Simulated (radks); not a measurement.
Species: Ge+. Configuration: [Ar] 3d10 4s2 4p1.

Calculated with a radial shooting solver on a logarithmic mesh with Libxc functionals: Dirac Kohn-Sham, PBE, spin-unpolarised, spherical densities, finite nucleus; open shells fill j = l - 1/2 first; Fermi nuclear charge, rms radius 4.0742 fm.

Energy parts (eV):
| part | energy |
|---|---|
| total | -57107.232 |
| kinetic | 58317.537 |
| electron-nucleus | -137547.997 |
| Hartree | 24282.679 |
| exchange-correlation | -2159.452 |

Orbitals (lengths in bohr, moments of r in powers of bohr; <r^-3> diverges for s and p1/2; r(max) is where P^2 peaks):
orbital,occ.,eigenvalue (eV),<1/r>,<r^2>,r(max),<r^-3>,small-component weight
1s1/2,2,-10966.76,32.38,0.002973,0.03073,-,1.34e-02
2s1/2,2,-1380.176,7.149,0.05197,0.1761,-,2.59e-03
2p1/2,2,-1228.620,7.111,0.04034,0.1392,-,2.58e-03
2p3/2,4,-1196.746,6.917,0.04183,0.1421,958.7,2.53e-03
3s1/2,2,-177.3762,2.292,0.4495,0.5425,-,5.95e-04
3p1/2,2,-127.4132,2.165,0.4821,0.5376,-,5.44e-04
3p3/2,4,-123.1371,2.118,0.4983,0.5460,129.6,5.30e-04
3d3/2,4,-38.5820,1.790,0.6865,0.5020,14.47,4.00e-04
3d5/2,6,-37.9964,1.777,0.6966,0.5049,14.05,3.96e-04
4s1/2,2,-19.8065,0.6451,4.729,1.713,-,7.07e-05
4p1/2,1,-11.3659,0.5115,7.449,2.065,-,4.55e-05
4p3/2,0,-11.1229,0.5028,7.677,2.098,7.420,4.43e-05

The highest occupied level is 4p1/2 at -11.366 eV. Summed over all electrons, <r^2> = 28.05 bohr^2, which gives a Langevin (diamagnetic) susceptibility term of -22.2 x 10^-6 cm^3/mol. The electron density at the nucleus is 3.173e+04 e/bohr^3. The density falls to 0.001 e/bohr^3 at r = 3.93 bohr.
